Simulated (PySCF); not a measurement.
# Telling isomers of C₃H₁₂O₂Si₂ apart by NMR

PySCF 2.14 calculation with shielding tensors at PBE0/pcSseg-1 (GIAO) and GFN2-xTB structure; rapidly exchanging positions averaged, one conformer, isolated molecule, relativity neglected.

References, each an isolated molecule treated in the same way: ¹H (31.72 ppm), ¹³C (186.93 ppm) vs TMS. Where no couplings were computed, multiplicities follow the n + 1 count of equivalent neighbours, and m marks all less simple cases (inequivalent or close neighbours, rings, F or P nearby). Shifts are as computed. Against solution values, carbons near 30 ppm lie about +3 ppm off and those near 130 ppm about +5 ppm. Of 1313 compounds with measured shifts, 239 miss one by over three times the rms of a fit or turn the order of signals round; such compounds aren't used in these exercises.

(1) Tabulate the signals of `CCCO[SiH2]O[SiH3]`, `CO[SiH2]OCC[SiH3]` and their relative energies.

(2) What is the quickest way to tell CCCO[SiH2]O[SiH3] from CO[SiH2]OCC[SiH3]?

## Answers

(1) 
```tsv
SMILES	carbon types	δC	δH	E rel. (kcal/mol)
CCCO[SiH2]O[SiH3]	2×CH2 1×CH3	64.5, 30.1, 13.3	5.20 (s, 3H), 4.95 (s, 2H), 3.91 (t, 2H), 1.56 (m, 2H), 1.08 (t, 3H)	0.0
CO[SiH2]OCC[SiH3]	2×CH2 1×CH3	65.2, 52.6, 18.2	4.87 (s, 2H), 4.14 (t, 2H), 3.87 (s, 3H), 3.76 (t, 3H), 1.19 (m, 2H)	35.0
```

Energies are electronic energies at PBE0/pcSseg-1 on these geometries, without zero-point or thermal terms, each for the one conformer computed, which needn't be the lowest.

(2) Both give the same number of carbon signals, with the same numbers of each carbon type, so the positions decide. The first has a methyl carbon (CH3) at 13.3 ppm, the second a methyl carbon bonded to O (CH3) at 52.6 ppm. Their most deshielded carbons lie at 64.5 and 65.2 ppm.
